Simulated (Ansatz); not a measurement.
```yaml
crystal:
  periodic: [false, false, false]
  atoms:
    - {symbol: C, position_ang: [-0.166622, 1.719013, 0.009617]}
    - {symbol: C, position_ang: [-0.592400, 0.276287, 0.270388]}
    - {symbol: Si, position_ang: [0.772425, -0.956014, -0.077707]}
    - {symbol: S, position_ang: [0.199043, -2.978950, 0.333485]}
    - {symbol: H, position_ang: [0.674667, 2.008406, 0.644728]}
    - {symbol: H, position_ang: [0.143191, 1.864812, -1.028554]}
    - {symbol: H, position_ang: [-0.982443, 2.418162, 0.208877]}
    - {symbol: H, position_ang: [-0.911144, 0.143668, 1.309158]}
    - {symbol: H, position_ang: [-1.456803, 0.012514, -0.348998]}
    - {symbol: H, position_ang: [1.215991, -0.820193, -1.492359]}
    - {symbol: H, position_ang: [1.937563, -0.725786, 0.816042]}
    - {symbol: H, position_ang: [-0.756470, -3.017120, -0.610678]}
basis:
  gaussian: {orbitals: aug-cc-pVDZ}
magnetization: {spin_polarized: true, initial_magnetization: 2}
hamiltonian: {xc: {name: r2SCANh}}
accuracy: high
```

```sh
$ ansatz run in.yaml --threads 4 --pin off --events-out ev --progress --plain --max-ram 10444MiB
```

Output, abridged:

```
Functional definition: r2SCANh
3444 factors; integrals over basis functions are off by at most 4.0e-9 eV
mean field evaluation 1: about -20894.4961 eV, gradient 5.2e1 eV
mean field evaluation 2: about -20780.6175 eV, gradient 1.2e2 eV
mean field evaluation 4: about -20900.2135 eV, gradient 3.1e1 eV
mean field evaluation 8: about -20910.2305 eV, gradient 3.9e-1 eV
mean field evaluation 16: about -20910.2750 eV, gradient 4.2e-3 eV
mean field evaluation 32: about -20910.2750 eV, gradient 6.2e-7 eV
mean field -20910.27496181 eV, -768.4384313533 hartree, gradient 6.9e-8 eV, S^2 2.007766; 4 other end points of the search recorded, 0 dependent functions left out
reference -20910.27497972 eV, -768.4384320113 hartree; 26, 24 occupied and 146, 148 virtual orbitals, 3444 factors
Total energy: -20910.27497972 eV, -768.4384320113 hartree
```

Run time 28 s (4 threads of an Intel Xeon Platinum 8259CL on a shared host); peak host memory 1.4 GiB.
